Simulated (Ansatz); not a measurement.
`C[CH2][In][OH]` radical, relaxed with UKS PBE0-D4/def2-TZVP in Ansatz 0.2.0 from a GFN2-xTB geometry. The force threshold is 0.005 eV/Å; the program also tests the step.

Total charge 0; spin multiplicity 2. In takes the def2 core potential.

Start:

```xyz
10

C    -1.273   -0.187   -0.385
C    -0.553    0.782    0.486
In    1.512   -0.515    1.440
O     2.563   -0.647   -0.200
H    -1.678   -1.017    0.194
H    -2.112    0.303   -0.893
H    -0.606   -0.579   -1.152
H    -1.077    1.105    1.376
H    -0.027    1.573   -0.031
H     3.251   -0.817   -0.835
```

By how much does the energy fall, and how many steps does the optimiser take? (Best estimate.)

The calculation gave: 8.54 kcal/mol, in 23 steps, 1 of them rejected.

Which bonds change most? (Estimate.)

The calculation gave: C2–In3 from 2.619 to 2.244 Å; In3–O4 from 1.952 to 2.019 Å; C1–C2 from 1.488 to 1.514 Å; C2–H9 from 1.081 to 1.093 Å.

Give the relaxed structure. (Best estimate.)

The calculation gave: 
```xyz
10

C    -1.133   -0.173   -0.409
C    -0.511    0.797    0.574
In    1.562    0.116    1.101
O     2.261   -0.904   -0.496
H    -1.304   -1.155    0.038
H    -2.106    0.197   -0.755
H    -0.504   -0.324   -1.289
H    -1.069    0.899    1.504
H    -0.350    1.791    0.150
H     3.154   -1.244   -0.418
```
